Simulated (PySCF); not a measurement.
Species: C5H9OP.
Atom-mapped SMILES: `[CH2:1]=[CH:2][P:3]([CH3:4])(=[O:5])[CH:6]=[CH2:7]` (hydrogens: H8, H9 on C1; H10 on C2; H11, H12, H13 on C4; H14 on C6; H15, H16 on C7)

Cartesian coordinates in Å at the GFN2-xTB level; atoms count from 1:
```
atom  x, y, z in Å
C1    -1.642    1.939    0.509
C2    -1.248    0.927   -0.244
P3     0.003   -0.215    0.414
C4    -0.742   -1.881    0.206
O5     0.435    0.077    1.784
C6     1.328   -0.151   -0.828
C7     2.545    0.185   -0.439
H8    -1.228    2.054    1.499
H9    -2.370    2.667    0.188
H10   -1.622    0.757   -1.243
H11   -1.600   -1.947    0.873
H12   -0.001   -2.618    0.510
H13   -1.052   -2.066   -0.818
H14    1.078   -0.373   -1.855
H15    3.382    0.257   -1.115
H16    2.728    0.396    0.602
```

Level of theory: TDDFT PBE0/def2-SVPD, vertical, gas phase, core orbitals frozen in the response (PySCF).

Ground-to-excited transition dipoles (e·a0, same axes as the geometry; the sign carries no meaning), for the states with f of 0.002 or more among the lowest 7:

| state | E (hartree) | μx | μy | μz |
| --- | --- | --- | --- | --- |
| S1 | 0.2056 | -0.261 | 0.108 | 0.059 |
| S2 | 0.2067 | -0.130 | -0.288 | -0.047 |
| S3 | 0.2364 | 0.373 | -0.156 | -0.085 |
| S4 | 0.2387 | 0.046 | 0.151 | -0.071 |
| S5 | 0.2427 | -1.023 | 0.429 | 0.232 |
| S6 | 0.2471 | 0.159 | 0.320 | 0.099 |
| S7 | 0.2632 | 0.126 | 0.380 | -0.148 |

(1) What oscillator strength does each state have?

(2) The point group is Cs. Which irreducible representation does each state belong to?

(3) What angle do the transition dipoles of S2 and S5 make?

(4) What peak molar absorption coefficient would the strongest computed level give as a lone Gaussian band 0.3 eV wide at half height?

Results:

(1) f = (2/3) ΔE |μ|² with ΔE in hartree (27.2114 eV).

```tsv
state	|μ|² (au)	|μ| (D)	f
S1	0.083	0.73	0.011
S2	0.102	0.81	0.014
S3	0.171	1.05	0.027
S4	0.030	0.44	0.005
S5	1.285	2.88	0.208
S6	0.137	0.94	0.023
S7	0.182	1.09	0.032
```

(2) Polarised normal to the mirror plane, so A″: S1, S3 and S5. Polarised in the mirror plane, so A′: S2, S4, S6 and S7.

(3) |cos θ| = |μa·μb| / (|μa| |μb|) = 0.00, so θ ≈ 90° (taken between 0 and 90°, since the signs are arbitrary).

(4) ε(max) = 2.175×10⁸ f / FWHM, with the width in cm⁻¹. S5: 2.175×10⁸ × 0.2080 / 2420 ≈ 19000 L mol⁻¹ cm⁻¹.

Time: 46 s wall (with the writing of density and orbital grids); peak memory 0.87 GiB. Hardware: one thread, Intel Xeon Platinum 8488C (x86_64), shared host.

One conformer stands for the species.
